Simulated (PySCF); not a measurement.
Si(H)2(Br)(OMe) (CH5BrOSi), SMILES CO[SiH2]Br.

Geometry optimised at PBE0-D3(BJ)/def2-SVP. The values are those of a single conformer.

Two levels are set side by side: TDA-PBE/def2-SVPD (PySCF) and TDA-M06-2X/def2-SVPD (PySCF). Vertical, same geometry. The lowest singlet is HOMO→LUMO 91 % with PBE and HOMO→LUMO 87 % with the other functional; states are paired by order. Differences are taken from unrounded values.

| quantity | TDA-M06-2X | TDA-PBE | TDA-PBE minus TDA-M06-2X |
|---|---|---|---|
| lowest singlet excitation (eV) | 7.11 | 6.37 | -0.74 |
| lowest triplet excitation (TDA) (eV) | 6.76 | 6.03 | -0.73 |
| first bright state (f over 0.05) (eV) | 8.18 | 7.22 | -0.96 |
| its oscillator strength | 0.09 | 0.05 | -0.04 |

A lower first singlet is the usual sign of a functional without exact exchange. Differences between two approximate levels are no errors against the true value.

Rough cost on one machine, each run with all the roots and properties that it gave: TDA-M06-2X against TDA-PBE about 10 times.
